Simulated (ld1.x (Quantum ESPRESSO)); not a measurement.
Building the TM potential for lutetium (PBE, scalar-relativistic).

* Element: Lu
* Generator: ld1.x (Quantum ESPRESSO) 7.5
* Type: norm-conserving Troullier–Martins (Kleinman–Bylander form)
* Functional: PBE
* Relativity: scalar-relativistic
* Frozen core: [Kr] 4d10
* Valence charge: 25
* Reference configuration: 4f13 5s2 5p6 5d2 6s2 6p0
* Partial waves: 5s (bound): rc 1.45 bohr; 5p (bound): rc 2.10 bohr; 5d (bound): rc 1.95 bohr; 4f (bound): rc 0.60 bohr
* Local potential: all-electron potential smoothed inside 0.60 bohr (lloc = -1)
* Core correction: Bessel-smoothed model core inside 0.50 bohr

Occupied shells without a wave of their own: 6s. They enter only through the test configuration that unscreens the potential, and ld1.x also counts them in the model core charge.

All-electron outer shells of the reference configuration (PBE, scalar-relativistic, ld1.x):

```tsv
shell	level (eV)	outermost node (bohr)	outermost maximum (bohr)
4p	-366.57	0.25	0.47
4d	-200.03	0.23	0.48
5s	-65.17	0.56	1.04
5p	-34.86	0.61	1.18
4f	-16.78	–	0.47
6s	-5.01	1.39	2.93
5d	-2.80	0.68	1.71
6p	-1.39	1.68	4.11
```

Does the generator finish with these settings?

No. ld1.x (Quantum ESPRESSO) 7.5 stopped with "run_pseudo: Errors in PS-KS equation": the pseudo-atom solver did not find the valence states with the expected number of nodes, which is the usual sign of a ghost state. Before that it printed "Warning: n=2, l=0 expected 1 nodes, found 3".
